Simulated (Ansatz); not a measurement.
Basis-set series for `S[SiH](S)Cl`. The species carries charge 0 and has multiplicity 1. The structure was optimised at the PBE0-D4/def2-TZVP level. It is one conformer, not always the lowest.

```xyz
7

S    -1.9902   -0.1777    0.2906
Si    0.1076    0.0685    0.1359
S     0.4559    0.1647   -1.9524
Cl    1.1858   -1.4769    0.9554
H    -2.0371    0.3399    1.5306
H     0.5309    1.2734    0.8788
H     1.7471   -0.1920   -1.8389
```

| functional | basis | functions | energy (Eh) | HOMO (eV) | LUMO (eV) |
| --- | --- | --- | --- | --- | --- |
| PBE0-D4 | def2-SVP | 87 | -1546.95891 | -7.80 | 0.08 |
| PBE0-D4 | def2-QZVPP | 370 | -1547.55122 | -7.95 | -0.53 |
| ωB97M-V | def2-SVP | 87 | -1547.41674 | -9.94 | 2.12 |
| ωB97M-V | def2-QZVPP | 370 | -1548.00321 | -10.15 | 1.21 |

(1) Give the rows for def2-TZVPP. (An estimate is asked.)

Answers

(1) Ansatz gave: 
```csv
functional,basis,functions,energy (Eh),HOMO (eV),LUMO (eV)
PBE0-D4,def2-TZVPP,210,-1547.50358,-7.92,-0.38
ωB97M-V,def2-TZVPP,210,-1547.95795,-10.10,1.55
```

Positive LUMOs are unbound and depend on the basis.
